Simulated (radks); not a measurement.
Results of a calculation; reference values are marked as such.
Species: the neodymium ion Nd11+. Configuration: [Kr] 4d(3/2: 4, 5/2: 5) 5s2 5p(1/2: 2, 3/2: 0) (not the ground configuration).

Level of theory: Dirac Kohn-Sham, BLYP, spin-unpolarised, spherical densities, finite nucleus; Fermi nuclear charge, rms radius 4.9123 fm (a radial shooting solver on a logarithmic mesh with Libxc functionals).

Energy parts (Ry):
total: -19185.4835
kinetic: 20698.9400
electron-nucleus: -46109.7648
Hartree: 6657.1769
exchange-correlation: -431.8355

Orbitals (lengths in bohr, moments of r in powers of bohr; <r^-3> diverges for s and p1/2; r(90%) holds 90 % of the orbital's charge):
orbital,occ.,eigenvalue (Ry),<r^2>,r(90%),<r^-3>,small-component weight
1s1/2,2,-3202.976,0.0007599,0.0426,-,4.95e-02
2s1/2,2,-531.3113,0.01198,0.156,-,1.08e-02
2p1/2,2,-503.5468,0.008751,0.139,-,1.09e-02
2p3/2,4,-465.3202,0.01000,0.147,7951,1.02e-02
3s1/2,2,-127.9089,0.08087,0.391,-,3.36e-03
3p1/2,2,-116.0552,0.07587,0.384,-,3.30e-03
3p3/2,4,-108.4156,0.08319,0.401,1635,3.11e-03
3d3/2,4,-87.76093,0.06745,0.374,270.4,2.98e-03
3d5/2,6,-86.11025,0.06951,0.379,244.1,2.93e-03
4s1/2,2,-37.45737,0.3991,0.852,-,1.10e-03
4p1/2,2,-32.91681,0.4188,0.879,-,1.03e-03
4p3/2,4,-31.14803,0.4537,0.915,381.2,9.73e-04
4d3/2,4,-23.61629,0.5050,0.983,55.16,8.41e-04
4d5/2,5,-23.28515,0.5170,0.995,49.46,8.25e-04
5s1/2,2,-14.94531,1.672,1.72,-,3.61e-04
5p1/2,2,-13.32836,1.862,1.82,-,3.30e-04
5p3/2,0,-12.87874,1.985,1.88,97.90,3.15e-04

The highest occupied level is 5p1/2 at -181.34 eV. The density falls to 0.001 e/bohr^3 at r = 2.50 bohr.
